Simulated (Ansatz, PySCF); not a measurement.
Breaking a bond: AuH, singlet. Each curve is given relative to its own lowest point near equilibrium.

| R / Å | A | B | C |
|---|---|---|---|
| 1.17 | 2.492 | 2.473 | 2.551 |
| 1.22 | 1.673 | 1.653 | 1.724 |
| 1.31 | 0.715 | 0.696 | 0.750 |
| 1.38 | 0.299 | 0.282 | 0.321 |
| 1.45 | 0.080 | 0.069 | 0.091 |
| 1.49 | 0.022 | 0.015 | 0.027 |
| 1.54 | 0.000 | 0.000 | 0.000 |
| 1.60 | 0.033 | 0.043 | 0.028 |
| 1.64 | 0.082 | 0.101 | 0.075 |
| 1.70 | 0.187 | 0.219 | 0.178 |
| 1.79 | 0.392 | 0.448 | 0.383 |
| 1.90 | 0.687 | 0.774 | 0.681 |
| 2.09 | 1.234 | 1.372 | 1.235 |
| 2.34 | 1.922 | 2.111 | 1.922 |
| 2.52 | 2.367 | 2.571 | 2.350 |
| 2.80 | 2.964 | 3.160 | 2.773 |
| 3.06 | 3.425 | 3.582 | 2.961 |
| 3.36 | 3.859 | 3.948 | 3.060 |
| 3.82 | 4.361 | 4.320 | 3.117 |
| 4.19 | 4.652 | 4.505 | 3.133 |
| 4.60 | 4.884 | 4.634 | 3.140 |
| 5.44 | 5.181 | 4.758 | 3.144 |
| 6.23 | 5.336 | 4.799 | 3.145 |

Energies in eV.

### Question
Which curve belongs to which method? The methods are PySCF with restricted M06-2X/def2-TZVP, def2 effective core potentials past Kr; PySCF 2.14.0 with restricted r2SCAN/def2-TZVP, def2 effective core potentials past Kr; unrestricted PBE/def2-TZVP, def2 effective core potentials past Kr (Ansatz, an electronic-structure program).

### Answer
A is RKS-M06-2X; B is RKS-r2SCAN; C is UKS-PBE.

At the longest distance RKS-M06-2X leaves fractional charges on the fragments, a sign of delocalisation error or of the restricted form. The restricted form behind RKS-M06-2X, RKS-r2SCAN keeps the bonding electrons paired and can't separate into open-shell fragments. The unrestricted determinant behind UKS-PBE is spin-contaminated at 2.52 to 6.23 Å (<S²> up to 1.0, against 0.00 for a pure singlet).
